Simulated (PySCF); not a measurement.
Run record: geometry optimisation, `O=C1C=CC=C(C(F)(F)F)C1=O`.

Computed with PBE0-D3(BJ)/def2-SVP geometry optimisation, gas phase (PySCF 2.14.0). Start geometry: GFN2-xTB. The input is one job of a driver script: a line of settings, then coordinates in Å.

Input:
```
{"job": {"xc": "PBE0", "basis": "def2-SVP", "d3": "d3bj", "grid": 1, "kind": "geom"}, "charge": 0, "multiplicity": 1}
O     -2.293061     2.043940    -0.507032
C     -1.592126     1.084802    -0.294433
C     -2.122421    -0.270015    -0.097419
C     -1.320773    -1.320653     0.135815
C      0.109936    -1.178250     0.207204
C      0.708074     0.015971     0.043416
C      2.208933     0.167369     0.118578
F      2.818698    -1.006050     0.360076
F      2.584795     0.995491     1.098549
F      2.727889     0.633690    -1.021843
C     -0.059263     1.252057    -0.219517
O      0.451361     2.332446    -0.369494
H     -3.197009    -0.368792    -0.152078
H     -1.729975    -2.310098     0.278740
H      0.700531    -2.063917     0.397527
```

Output:
```
step   0  E = -717.21498073  max force = 0.016326
step   1  E = -717.21582982  max force = 0.006908
step   2  E = -717.21619006  max force = 0.002531
step   3  E = -717.21644699  max force = 0.002902
step   4  E = -717.21646407  max force = 0.003844
step   5  E = -717.21657722  max force = 0.001249
step   6  E = -717.21659390  max force = 0.000464
step   7  E = -717.21660325  max force = 0.000399
optimisation converged
```

Energies in Eh; «max force» is the largest Cartesian gradient component in Eh/bohr.

Q: How much energy does the optimisation release, in eV?

A: E(step 0) − E(last step) = 0.001623 Eh, which is 0.044 eV.

In short: final energy -717.21660 Eh after 7 steps; dipole 5.52 D.

Q: Where do the atoms end?

A: 0.024 Å rms from the input after alignment:
```
atom  x, y, z in Å
O1    -2.2441    2.1055   -0.4576
C2    -1.5758    1.1228   -0.2500
C3    -2.1576   -0.1965    0.0467
C4    -1.3596   -1.2552    0.2899
C5     0.0933   -1.1512    0.2686
C6     0.7382    0.0032   -0.0010
C7     2.2423    0.0863   -0.0277
F8     2.7958   -1.0966    0.2653
F9     2.6910    0.9693    0.8594
F10    2.6803    0.4484   -1.2300
C11   -0.0287    1.2356   -0.2918
O12    0.4863    2.2933   -0.5524
H13   -3.2477   -0.2645    0.0614
H14   -1.7937   -2.2333    0.5127
H15    0.6783   -2.0497    0.4785
```

Rough CPU time on one thread of a shared machine: about 4 min.
Labels such as C1 count atoms from 1, the log's own numbers from 0.
